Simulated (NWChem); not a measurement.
Molecule: C₃H₃Cl₂F; SMILES C/C(Cl)=C(\F)Cl

All runs: NWChem. Coordinates come from a PBE0/def2-SVP optimisation. Level: PBE0/def2-SVP with SMD (1 M gas to 1 M solution), gas-phase geometry.

Problem. Predict the results for solvent methanol. Quantities: solvation free energy (kcal/mol); cavity-dispersion-structure term (kcal/mol); dipole in solution (D).

Solution. 
```
Item                                         Value
-------------------------------------------  -----
solvation free energy (kcal/mol)              -2.7
cavity-dispersion-structure term (kcal/mol)   -0.8
dipole in solution (D)                        1.77
```
